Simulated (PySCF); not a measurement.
C4H4ClF.

```xyz
10

C     -0.4352    -3.1118     0.0000
C      0.2124    -1.9311     0.0000
C     -0.4553    -0.6465     0.0000
C      0.2032     0.5274     0.0000
F      1.5287     0.6038     0.0000
Cl    -0.5442     2.0752     0.0000
H     -1.5292    -3.1621     0.0000
H      0.1116    -4.0579     0.0000
H      1.3083    -1.9145     0.0000
H     -1.5476    -0.6066     0.0000
```
Charge 0, spin multiplicity 1.

Geometry: r2SCAN-D4/def2-SVP. Other conformers were not sampled.

Level of theory: PySCF with PBE/pcSseg-1. Non-relativistic, no solvent.

Computed absolute GIAO shielding of each atom: isotropic value and principal components (ppm):
```
atom  σ(iso)    σ11    σ22    σ33   span
----  ------  -----  -----  -----  -----
C1      59.2  -39.9   64.6  152.8  192.7
C2      44.9  -67.0   42.4  159.4  226.4
C3      65.5  -16.5   91.0  122.0  138.5
C4      19.2  -48.8   39.2   67.2  116.0
F5     217.3  153.4  221.0  277.6  124.1
Cl6    639.3  447.6  494.8  975.5  527.9
H7      25.9   23.0   25.3   29.5    6.5
H8      26.0   23.6   25.0   29.2    5.6
H9      24.6   22.3   22.6   28.9    6.5
H10     25.8   23.4   23.7   30.3    7.0
```
